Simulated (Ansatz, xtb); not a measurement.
## CF3NSi: 4 structures ranked

4 gas-phase structures of CF3NSi, from a drawn sample of its isomers (lower ones may exist). Each was relaxed with GFN2-xTB:

A. `N#[Si]C(F)(F)F`, a singlet
B. `N#C[Si](F)(F)F`, a singlet
C. `FC1=N[Si]1(F)F`, a singlet
D. a singlet given by its coordinates

D (Å):

| atom | x (Å) | y (Å) | z (Å) |
| --- | --- | --- | --- |
| C | 1.1824 | -2.0894 | -1.3570 |
| F | -1.5508 | -4.1868 | -2.6009 |
| F | 2.4629 | -2.3901 | -1.1619 |
| F | 1.0846 | -0.7592 | -1.3167 |
| N | 0.2815 | -2.8794 | -1.5580 |
| Si | -1.1224 | -3.7370 | -1.1064 |

Close contacts (Å): C1–F3 1.33, C1–F4 1.33, C1–N5 1.21, F2–Si6 1.62, N5–Si6 1.71.

Q: Make a reasoned guess at their ranking by r2SCAN-D4/def2-SVP single-point energy.

A: Calculated order at r2SCAN-D4/def2-SVP: B (0.0), C (70.2), D (82.1), A (188.6) kcal/mol.

Energies above the lowest of each column, in kcal/mol; the last columns are at PBE0-D4/def2-SVP geometries and were run for some of them only (a dash: not run or not comparable):

```json
{"structure": "B", "GFN2-xTB": "0.0", "HF/STO-3G": "0.0", "r2SCAN-D4/def2-SVP": "0.0", "PBE0-D4/def2-SVP": "0.0", "CCSD(T)/def2-SVP + ΔMP2/def2-TZVPP": "0.0"}
{"structure": "C", "GFN2-xTB": "71.2", "HF/STO-3G": "77.3", "r2SCAN-D4/def2-SVP": "70.2", "PBE0-D4/def2-SVP": "66.6", "CCSD(T)/def2-SVP + ΔMP2/def2-TZVPP": "81.7"}
{"structure": "D", "GFN2-xTB": "55.0", "HF/STO-3G": "46.4", "r2SCAN-D4/def2-SVP": "82.1", "PBE0-D4/def2-SVP": "77.2", "CCSD(T)/def2-SVP + ΔMP2/def2-TZVPP": "106.3"}
{"structure": "A", "GFN2-xTB": "122.8", "HF/STO-3G": "152.5", "r2SCAN-D4/def2-SVP": "188.6", "PBE0-D4/def2-SVP": "–", "CCSD(T)/def2-SVP + ΔMP2/def2-TZVPP": "–"}
```

Every level run on B puts it lowest or level with the lowest. Frequencies (PBE0-D4/def2-SVP) were run for B, C, D alone. The ΔMP2 step shifts differences by up to 12.1 kcal/mol, which makes them less sure. ΔMP2 is the change of the MP2 energy from the smaller to the larger basis.

Over these structures GFN2-xTB departs from r2SCAN-D4/def2-SVP by 23.5 kcal/mol on average once a common shift is removed. A GFN2-xTB relaxation took about 0.062 s and the r2SCAN-D4/def2-SVP energy about 1.4 s on a shared host (Ansatz 0.2.0, xtb 6.7.1).
